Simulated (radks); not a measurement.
The mean radii <r> (bohr) of the occupied orbitals of an atom or ion are listed with their occupations. All-electron calculation, Dirac Kohn-Sham, PBEsol, spin-unpolarised, spherical densities, finite nucleus; Fermi nuclear charge, rms radius of each element as measured or else 0.836 A^(1/3) + 0.57 fm. Program: a radial shooting solver on a logarithmic mesh with Libxc functionals.

| orbital | occ. | <r> |
|---|---|---|
| 1s1/2 | 2 | 0.07310 |
| 2s1/2 | 2 | 0.3437 |
| 2p1/2 | 2 | 0.3061 |
| 2p3/2 | 4 | 0.3087 |
| 3s1/2 | 2 | 1.074 |
| 3p1/2 | 2 | 1.158 |
| 3p3/2 | 4 | 1.166 |
| 3d3/2 | 1 | 1.566 |
| 7f5/2 | 1 | 31.85 |

Name the element and its charge. Open shells, if any, fill j = l - 1/2 first.

Answer. Z = 21, scandium, charge +1: Sc+ in [Ar] 3d1 7f1. The 1s radius gives Z: for a bare nucleus <r> = (2 gamma + 1)/(2Z) with gamma = sqrt(1 - (Z/c)^2), 0.07087 bohr for Z = 21, and screening makes it slightly larger (0.07310 here). The occupations add up to 20, and the charge is Z minus that.
